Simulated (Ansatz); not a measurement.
Molecule: C$_{6}$H$_{11}$, net charge -1, singlet state. It need not be the lowest isomer of its formula. Whether it binds its extra electron was not tested at this geometry. 
Geometry from a B3LYP-D3(BJ)/def2-TZVP (Ansatz, a program for electronic structure) optimisation:
SMILES: C/C=C\[C-](C)C
```xyz
17

C      2.0514    -1.2155    -0.3307
C      1.7370     0.1149     0.2885
C      0.4681     0.6585     0.4760
C     -0.8324     0.3060     0.1262
C     -1.9641     1.2524     0.3850
C     -1.2243    -0.8562    -0.7361
H      1.6995    -1.3182    -1.3699
H      3.1359    -1.3774    -0.3580
H      1.6235    -2.0868     0.2065
H      2.5559     0.5968     0.8130
H      0.5027     1.5995     1.0342
H     -2.3898     1.7040    -0.5404
H     -2.8296     0.7694     0.8790
H     -1.6532     2.0848     1.0251
H     -1.5414    -0.5511    -1.7582
H     -0.4218    -1.5813    -0.8594
H     -2.0948    -1.4006    -0.3254
```
Charge -1, spin multiplicity 1.

Basis-set convergence of Hartree-Fock and CCSD(T) correlation energies (hartree) with Ansatz. Correlated levels leave the core frozen unless marked. Spin-orbit coupling is left out. No relativistic terms.

```
basis        functions       E(HF)  E(corr, CCSD(T))
-----------  ---------  ----------  ----------------
aug-cc-pVDZ        237  -233.54254          -1.01422
aug-cc-pVTZ        529         [?]               [?]
```

Question: Complete the blanks.

Answer: 
- aug-cc-pVTZ, E(HF): -233.59963
- aug-cc-pVTZ, E(corr, CCSD(T)): -1.17956
